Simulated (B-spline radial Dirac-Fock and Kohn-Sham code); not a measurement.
**Core and valence levels of Ir⁺**

System: the Ir⁺ ion, [Xe] 4f14 5d8 (an excited configuration); nuclear rms radius 5.4032 fm (A = 193).

Level of theory: ΔSCF Dirac-Fock with Breit, self-energy and vacuum polarisation, finite nucleus, configuration average; an atomic code on a B-spline grid. The model has no electron correlation. Energies are counted from the vacuum level. Subshells whose hole state is unreliable or did not converge are left out.

All terms are in eV, carry their sign (relaxation lowers the binding energy) and add up to the binding energy; ⟨r⟩ is the mean radius of the orbital in the initial state.

```
subshell  −ε (Koopmans)  relaxation    Gaunt  retardation  self-energy  vacuum polarisation  binding energy  ⟨r⟩ (bohr)
       K        76614.7      -92.32  -288.04        26.57      -171.59                34.03         76123.3       0.017
      L1        13548.1      -56.00   -31.97         2.29       -25.21                 4.71         13441.9       0.073
      L2        12950.7      -60.69   -54.96         5.81        -0.46                 0.25         12840.7       0.060
      L3        11320.1      -57.21   -37.33         8.07        -1.96                -0.16         11231.5       0.069
      M1         3237.9      -32.14    -5.77         0.37        -5.83                 1.06          3195.6       0.190
      M2         2971.7      -33.27   -10.23         0.94        -0.24                 0.06          2928.9       0.180
      M3         2609.5      -31.37    -6.61         1.52        -0.50                -0.04          2572.5       0.195
      N1          729.6      -14.18    -1.17         0.07        -1.43                 0.26           713.2       0.423
      N2          616.3      -14.06    -2.12         0.20        -0.04                 0.01           600.3       0.427
      N3          529.7      -12.88    -1.23         0.33        -0.11                -0.01           515.8       0.459
      N6          89.19      -11.49     0.18        -0.05         0.06                -0.01           77.88       0.527
      N7          85.88      -11.28     0.30        -0.05         0.05                -0.01           74.89       0.534
      O1          120.5       -4.05    -0.17         0.01        -0.26                 0.05           116.0       0.997
      O2          82.84       -3.52    -0.28         0.02         0.00                 0.00           79.06       1.084
      O3          68.77       -2.95    -0.13         0.04        -0.01                 0.00           65.71       1.179
    O4,5          18.20       -1.48     0.01         0.00         0.01                 0.00           16.73       1.730
```

For the deepest level, K (1s), the Breit terms make up -0.343 % of the binding energy, QED -0.181 % and orbital relaxation -0.121 %.

Values without a named source are computed, but for edge energies of neutral atoms, which are taken from tables.
